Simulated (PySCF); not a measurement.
ClIn, singlet, geometry from GFN2-xTB (such geometries of metal compounds can be far from the true shape) (all electrons, no relativity).

Here is a job for PySCF.
```python
from pyscf import gto, scf, dft

mol = gto.Mole()
mol.atom = '''
    In   -0.00000000   -0.00000000   -0.61493004
    Cl    0.00000000    0.00000000    1.77244540
'''
mol.basis = 'sto-3g'
mol.verbose = 4
mol.build()

mf = dft.RKS(mol)
mf.xc = 'b3lyp'
mf.kernel()
```

Task: What does this run give for the total energy, Mulliken (on the basis functions themselves) charges in atom order, HOMO energy, HOMO-LUMO gap, nuclear repulsion energy, number of basis functions?

Result: 
```
Property                                                                          Value
------------------------------------------------------------------  -------------------
total energy                                                              -6140.0686 Eh
Mulliken (on the basis functions themselves) charges in atom order  In1 0.45, Cl2 -0.45
HOMO energy                                                                    -3.38 eV
HOMO-LUMO gap                                                                   5.03 eV
nuclear repulsion energy                                                    184.6398 Eh
number of basis functions                                                            36
```
